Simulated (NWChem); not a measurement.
System: CH₃ClF₂OSi; SMILES O[Si@](F)(Cl)CF

NWChem input:

```
start job
memory heap 200 mb stack 900 mb global 1100 mb
geometry units angstroms noautosym nocenter noautoz
  O     -0.959766    -0.144518    -1.482333
  Si    -0.372497     0.151290     0.016445
  F     -1.565890     0.770164     0.901391
  Cl     1.132065     1.540171    -0.011548
  C      0.215557    -1.463404     0.779594
  F      0.840336    -2.175653    -0.233957
  H     -0.532818    -0.867651    -1.955246
  H      0.919576    -1.321845     1.615853
  H     -0.642646    -2.048957     1.154117
end
basis spherical
  * library def2-svp
end
dft
  xc pbe0
  iterations 150
end
cosmo
  do_cosmo_smd true
  solvent cychexan
end
task dft energy
```

NWChem printed, in part:

```
             Northwest Computational Chemistry Package (NWChem) 7.3.0
             --------------------------------------------------------

                             Geometry "geometry" -> ""
                             -------------------------

 Output coordinates in angstroms (scale by  1.889725989 to convert to a.u.)

  No.       Tag          Charge          X              Y              Z
 ---- ---------------- ---------- -------------- -------------- --------------
    1 O                    8.0000    -0.95976600    -0.14451800    -1.48233300
    2 Si                  14.0000    -0.37249700     0.15129000     0.01644500
    3 F                    9.0000    -1.56589000     0.77016400     0.90139100
    4 Cl                  17.0000     1.13206500     1.54017100    -0.01154800
    5 C                    6.0000     0.21555700    -1.46340400     0.77959400
    6 F                    9.0000     0.84033600    -2.17565300    -0.23395700
    7 H                    1.0000    -0.53281800    -0.86765100    -1.95524600
    8 H                    1.0000     0.91957600    -1.32184500     1.61585300
    9 H                    1.0000    -0.64264600    -2.04895700     1.15411700

 Effective nuclear repulsion energy (a.u.)     396.7480831181

                                 NWChem DFT Module
                                 -----------------

 Summary of "ao basis" -> "ao basis" (spherical)
 ------------------------------------------------------------------------------
       Tag                 Description            Shells   Functions and Types
 ---------------- ------------------------------  ------  ---------------------
 O                          def2-svp                 6       14   3s2p1d
 Si                         def2-svp                 8       18   4s3p1d
 F                          def2-svp                 6       14   3s2p1d
 Cl                         def2-svp                 8       18   4s3p1d
 C                          def2-svp                 6       14   3s2p1d
 H                          def2-svp                 3        5   2s1p

 in cosmo_initialize ...
 calling solv_data for solv:cychexan

 solvent parameters
 solvname_short: cychexan
 solvname_long:  cyclohexane
 dielec:        2.0165
 dielecinf:     2.0352
 nonaqueous SMD model solvent descriptors
 dielec:        2.0165
 sola:          0.0000
 solb:          0.0000
 solc:          0.0000
 solg:         35.4800
 solh:          0.0000
 soln:          1.4266

[...]

                                COSMO-SMD solvation results
                                ---------------------------

             internal energy in gas <Psi(g)|H|Psi(g)> =     -1063.599426314305
         internal energy in solvent <Psi(s)|H|Psi(s)> =     -1063.599202312724
                               delta internal energy  =         0.000224001581 (    0.14 kcal/mol)
   total free energy in solvent <Psi(s)|H+V/2|Psi(s)> =     -1063.603716731948
 polarization energy contribution <Psi(s)|V/2|Psi(s)> =        -0.004514419224 (   -2.83 kcal/mol)
    total free energy in solvent including G(SMD-CDS) =     -1063.604997221981
                       G(SMD-CDS) energy contribution =        -0.001280490033 (   -0.80 kcal/mol)
     1 M fixed-concentration free energy of solvation =        -0.005570907676 (   -3.50 kcal/mol)

                       DFT Final Molecular Orbital Analysis
                       ------------------------------------

 Vector   31  Occ=2.000000D+00  E=-3.548333D-01
              MO Center=  8.3D-01,  1.0D+00,  2.4D-03, r^2= 2.8D+00
   Bfn.  Coefficient  Atom+Function         Bfn.  Coefficient  Atom+Function
  ----- ------------  ---------------      ----- ------------  ---------------
    57      0.430538  4 Cl px                58     -0.361677  4 Cl py
    54      0.319104  4 Cl px                55     -0.268408  4 Cl py
    51      0.185729  4 Cl px                52     -0.156398  4 Cl py
    98     -0.120341  8 H  s                  5      0.108334  1 O  py
    82     -0.107818  6 F  px                68     -0.104178  5 C  px

 Vector   32  Occ=2.000000D+00  E=-3.425686D-01
              MO Center=  4.3D-01,  9.1D-01, -3.9D-01, r^2= 3.2D+00
   Bfn.  Coefficient  Atom+Function         Bfn.  Coefficient  Atom+Function
  ----- ------------  ---------------      ----- ------------  ---------------
    59      0.524845  4 Cl pz                56      0.388394  4 Cl pz
     4      0.276601  1 O  px                53      0.225526  4 Cl pz
     5      0.208865  1 O  py                 7      0.204164  1 O  px
     8      0.159097  1 O  py                 6     -0.079349  1 O  pz
     9     -0.065676  1 O  pz                57      0.064484  4 Cl px

 Vector   33  Occ=2.000000D+00  E=-3.257027D-01
              MO Center=  2.7D-01, -6.6D-01,  1.5D-01, r^2= 3.6D+00
   Bfn.  Coefficient  Atom+Function         Bfn.  Coefficient  Atom+Function
  ----- ------------  ---------------      ----- ------------  ---------------
    69      0.297713  5 C  py                83      0.277781  6 F  py
    58      0.274194  4 Cl py                86     -0.213235  6 F  py
    55      0.206929  4 Cl py                67      0.204264  5 C  s
    17      0.180616  2 Si s                 70     -0.180941  5 C  pz
     6     -0.174239  1 O  pz                84     -0.169904  6 F  pz

 Vector   34  Occ=0.000000D+00  E= 3.001189D-02
              MO Center=  1.1D-01, -7.1D-01, -1.0D-01, r^2= 3.7D+00
   Bfn.  Coefficient  Atom+Function         Bfn.  Coefficient  Atom+Function
  ----- ------------  ---------------      ----- ------------  ---------------
    27      0.480685  2 Si pz                 3      0.443528  1 O  s
    81      0.385964  6 F  s                 71     -0.324812  5 C  px
   104     -0.325647  9 H  s                 73      0.322240  5 C  pz
    94     -0.311774  7 H  s                 18     -0.288020  2 Si s
    72      0.265383  5 C  py                25     -0.235202  2 Si px

[...]
```

Level: PBE0/def2-SVP, SMD on the gas-phase geometry. Structure relaxed at the PBE0/def2-SVP level. Solvent: cyclohexane.
